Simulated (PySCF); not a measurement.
# Dipole moment and polarisability of `C#C[C@@H]1C[CH2][AlH2-][N+]1(C)C`

C7H14AlN.
Cartesian coordinates in Å at the PBE0-D3(BJ)/def2-SVP level; atoms count from 1:
```xyz
23
C7H14AlN angstrom
C     -0.442    2.818    1.023
C     -0.092    1.661    0.948
C      0.344    0.270    0.840
C      1.792    0.114    0.346
C      2.163   -1.368    0.219
Al     0.457   -2.369   -0.098
N     -0.576   -0.552   -0.006
C     -0.716   -0.013   -1.365
C     -1.894   -0.693    0.621
H     -0.746    3.846    1.104
H      0.288   -0.185    1.845
H      1.887    0.637   -0.620
H      2.435    0.675    1.044
H      2.930   -1.504   -0.560
H      2.617   -1.723    1.160
H     -0.148   -3.148    1.173
H      0.077   -2.934   -1.553
H     -1.369   -0.679   -1.943
H     -1.144    1.003   -1.343
H      0.260    0.017   -1.865
H     -1.778   -1.121    1.625
H     -2.404    0.283    0.693
H     -2.508   -1.379    0.022
```

Level: CAM-B3LYP/def2-SVPD (PySCF), static field, nuclei fixed, core orbitals frozen in the response. The polarisability tensor in these axes (au):

```
x   111.17  -5.64   0.35
y    -5.64 135.11   6.77
z     0.35   6.77 100.97
```

Q: Give the principal values, the mean and the anisotropy Δα = √{½[(α1 − α2)² + (α2 − α3)² + (α1 − α3)²]}.

A: Principal values 99.50, 110.22 and 137.54 au; mean 115.75 au = 17.15 Å³ = 19.08 × 10⁻⁴⁰ C²·m²/J; Δα = 33.98 au (29 % of the mean).

Q: What is the dipole moment, and where does it point?

A: (-1.65, 3.82, 0.05) D, 4.16 D in size, pointing from the negative to the positive side. Measured along this direction, the outermost atoms are H16 and H17 at the negative end and H10 at the positive end.

Q: Find the Langevin capture rate constant for H3+ (3.023 u) meeting this molecule (139.094 u), k = 2.342 × 10⁻⁹ cm³/s × √(α in Å³ / reduced mass in u).

A: The reduced mass is 2.96 u, so k = 5.64 × 10⁻⁹ cm³/s. The formula leaves out the permanent dipole, which adds to the capture rate.

Q: Refractivity n − 1 of an ideal gas of it at 350 K and 1 atm, from the electronic α?

A: N = p/kT = 2.0968 × 10¹⁹ cm⁻³, so n − 1 = 2π × N × 17.15 × 10⁻²⁴ cm³ = 2260 × 10⁻⁶ at long wavelengths.

Q: In a dilute gas of rigid molecules at 298 K, how does the orientational term μ²/3kT compare with the electronic polarisability?

A: In Gaussian units μ²/3kT = 140.41 Å³ against 17.15 Å³, a ratio of 8.19; the Debye molar polarisation (4π/3)N_A(α + μ²/3kT) is 397.5 cm³/mol, leaving out the vibrational part.

Q: Traceless (Buckingham) quadrupole moment about the centre of nuclear charge: eigenvalues?

A: -7.34, 0.40, 6.94 D·Å. The values depend on the origin, since the dipole doesn't vanish. The electronic extent ⟨r²⟩ about the same centre is 1448 bohr², a root-mean-square distance of 2.31 Å for the 76 electrons.

Q: Molar refractivity from α?

A: Lorentz–Lorenz: R = (4π/3)N_A α = 2.5225 cm³/(mol·Å³) × 17.15 Å³ = 43.3 cm³/mol, in the limit of long wavelengths.

Isolated species at its PBE0-D3(BJ)/def2-SVP geometry (one conformer only).
